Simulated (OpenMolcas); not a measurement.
**Co2+ in a point-charge field**

Co2+ among 5 point charges of -2.5 e arranged as a square pyramid (C4v), 2.07 Å from the ion, with the axial distance 1.635 Å. The active orbitals were held to one l.
```
   2.0700    0.0000    0.0000  -2.50
   0.0000    2.0700    0.0000  -2.50
  -2.0700    0.0000    0.0000  -2.50
   0.0000   -2.0700    0.0000  -2.50
   0.0000    0.0000    1.6353  -2.50
```

```yaml
Program: OpenMolcas 26.06
Method: CASSCF
Basis: ANO-RCC-VDZP [5s4p2d1f]
Scalar_Hamiltonian: DKH2, point nucleus
Active_space: 7 electrons in 5 orbitals (3d)
State_averaging: 2S+1 = 4 even, 10 roots; 2S+1 = 2 even, 40 roots
Spin-orbit_coupling: RASSI with atomic mean-field integrals over the reference wave functions
```

The lowest spin-free states, above the lowest:

```csv
State,Degeneracy,E (cm-1),Free-ion L (%)
2S+1 = 4,1,0.0,F (98)
2S+1 = 4,2,793.2,F (99)
2S+1 = 4,2,5505,F (100)
2S+1 = 4,1,6627,F (100)
2S+1 = 4,1,12391,F (100)
2S+1 = 2,1,17244,G (62)
2S+1 = 2,1,17455,G (62)
2S+1 = 2,1,20331,G (71)
2S+1 = 2,1,20813,G (84)
2S+1 = 2,2,21026,G (76)
2S+1 = 2,2,21440,G (91)
2S+1 = 4,2,23036,P (99)
2S+1 = 2,1,23789,G (98)
2S+1 = 4,1,23895,P (98)
2S+1 = 2,1,26503,P (69)
2S+1 = 2,2,26961,P (68)
2S+1 = 2,2,28595,H (84)
2S+1 = 2,2,28868,H (73)
2S+1 = 2,1,29235,H (71)
2S+1 = 2,1,29369,H (78)
```

The lowest levels with spin-orbit coupling:

```json
{"E (cm-1)": "0.0", "Degeneracy": "2", "2S+1": "4", "g": "2.23 5.38 5.38"}
{"E (cm-1)": "193.5", "Degeneracy": "2", "2S+1": "4", "g": "0.13 0.13 5.48"}
{"E (cm-1)": "732.6", "Degeneracy": "2", "2S+1": "4", "g": "1.72 1.72 7.69"}
{"E (cm-1)": "1119", "Degeneracy": "2", "2S+1": "4", "g": "0.84 0.84 3.42"}
{"E (cm-1)": "1301", "Degeneracy": "2", "2S+1": "4", "g": "0.74 2.29 2.29"}
{"E (cm-1)": "1438", "Degeneracy": "2", "2S+1": "4", "g": "1.94 1.94 3.42"}
{"E (cm-1)": "5767", "Degeneracy": "2", "2S+1": "4", "g": "1.97 3.68 3.68"}
{"E (cm-1)": "5839", "Degeneracy": "2", "2S+1": "4", "g": "1.51 3.19 3.19"}
{"E (cm-1)": "5850", "Degeneracy": "2", "2S+1": "4", "g": "0.35 2.20 2.20"}
{"E (cm-1)": "5992", "Degeneracy": "2", "2S+1": "4", "g": "1.89 1.89 3.69"}
{"E (cm-1)": "6928", "Degeneracy": "2", "2S+1": "4", "g": "0.01 0.01 6.75"}
{"E (cm-1)": "7039", "Degeneracy": "2", "2S+1": "4", "g": "2.26 3.40 3.40"}
{"E (cm-1)": "12783", "Degeneracy": "2", "2S+1": "4", "g": "1.74 3.57 3.57"}
{"E (cm-1)": "12791", "Degeneracy": "2", "2S+1": "4", "g": "0.00 0.00 5.22"}
{"E (cm-1)": "17528", "Degeneracy": "2", "2S+1": "2", "g": "2.11 2.11 2.94"}
{"E (cm-1)": "17745", "Degeneracy": "2", "2S+1": "2", "g": "1.86 2.56 2.56"}
{"E (cm-1)": "20522", "Degeneracy": "2", "2S+1": "2", "g": "1.26 2.69 2.69"}
{"E (cm-1)": "20935", "Degeneracy": "2", "2S+1": "2", "g": "1.12 2.97 2.97"}
{"E (cm-1)": "21409", "Degeneracy": "2", "2S+1": "2", "g": "0.09 0.09 0.69"}
{"E (cm-1)": "21463", "Degeneracy": "2", "2S+1": "2", "g": "0.52 0.52 3.90"}
```

Powder χT (cm3 K/mol): 1.99 at 2 K, 2.09 at 10 K, 2.55 at 50 K, 2.96 at 100 K, 3.27 at 200 K, 3.39 at 300 K. The effective moment at 300 K is 2.828 √(χT) = 5.21 μB.

The lowest level has 2S+1 = 4, for which the spin-only value is χT = S(S+1) / 2 = 1.875 cm3 K/mol (g = 2). The computed 3.391 at 300 K differs by +1.516, through orbital momentum, spin-orbit coupling and any other state in reach.

Without dynamic correlation the repulsion within the d shell is too large (B by tens of per cent), so at a given field states of lower spin stand too high. Point charges carry no covalency, so the field is a model and not that of real ligands. An unlabelled pair can be two single states that coincide in this model. No measured value stands beside these numbers.

The RASSCF and RASSI steps took 8.9 s on 1 thread of Arm Neoverse V2, with other jobs on the host; the integral step is not counted.
